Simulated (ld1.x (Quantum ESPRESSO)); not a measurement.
Before and after: PAW potential for Fe

```
Element                 : iron
Generator               : ld1.x (Quantum ESPRESSO) 7.5
Type                    : PAW
Functional              : PBEsol
Relativity              : scalar-relativistic
Frozen core             : [Ne]
Valence charge          : 16
Reference configuration : 3s2 3p6 3d6 4s1.75 4p0.25
Partial waves           : 3s (bound): rcut 1.20, rcutus 1.35 bohr; 4s (bound): rcut 1.20, rcutus 1.35 bohr; 3p (bound): rcut 1.35, rcutus 1.45 bohr; 4p (bound): rcut 1.35, rcutus 1.45 bohr; 3d (bound): rcut 0.80, rcutus 1.10 bohr; 3d channel at 1.25 Ry: rcut 0.80, rcutus 1.10 bohr
Local potential         : all-electron potential smoothed inside 1.25 bohr (lloc = -2)
Core correction         : Bessel-smoothed model core inside 0.75 bohr
Augmentation charge     : PSQ, inside the norm-conserving radii
```

Change: core correction Bessel-smoothed model core inside 0.60 bohr.

Cutoffs: the cutoffs (Ry, on a coarse ladder) from which the occupation-weighted sum of valence levels, in a spherical-Bessel basis at the reference potential, stays within 10 and 1 mRy of its value at 400 Ry; they do not see the model core or the augmentation charge, which bear on the density cutoff. Errors are all-electron minus pseudo energies relative to the spin-unpolarised reference configuration.

Task: Predict the effect on cutoff, ghosts and configuration errors.

Result: The potential gets neither clearly harder nor softer (90 Ry and 160 Ry → 90 Ry and 160 Ry); the errors of the 7 common tests hardly move; neither file shows a bound ghost. A model core, the more so a compact one, raises the density cutoff, which this test does not measure.

```tsv
quantity	base	changed
cutoff, loose	90 Ry	90 Ry
cutoff, tight	160 Ry	160 Ry
bound ghosts	none	none
error for 3s2 3p6 3d6 4s2 4p0, meV [ΔE -1.01 eV]	+0.1	+0.1
error for 3s2 3p6 3d6 4s1 4p0, meV [ΔE 7.73 eV]	-0.7	-0.7
error for 3s2 3p6 3d6 4s0 4p0, meV [ΔE 23.85 eV]	-2.1	-2.1
error for 3s2 3p6 3d7 4s0 4p0, meV [ΔE 5.58 eV]	-2.0	-2.0
error for 3s2 3p6 3d5 4s0 4p0, meV [ΔE 58.04 eV]	-3.3	-3.2
error for 3s1 3p6 3d6 4s2 4p0, meV [ΔE 100.62 eV]	-17	-16
error for 3s2 3p6 3d7 4s1 4p0, meV [ΔE -1.81 eV]	-0.9	-0.8
s: phases at 1.60 bohr within 0.05 rad from the reference energy up to (Ry; the scan ends near 5)	to the end of the scan	to the end of the scan
p: phases at 1.60 bohr within 0.05 rad from the reference energy up to (Ry; the scan ends near 5)	to the end of the scan	to the end of the scan
d: phases at 1.60 bohr within 0.05 rad from the reference energy up to (Ry; the scan ends near 5)	to the end of the scan	to the end of the scan
lowest overlap eigenvalue by channel	s 0.12, p 0.11, d 0.91	s 0.12, p 0.11, d 0.91
```
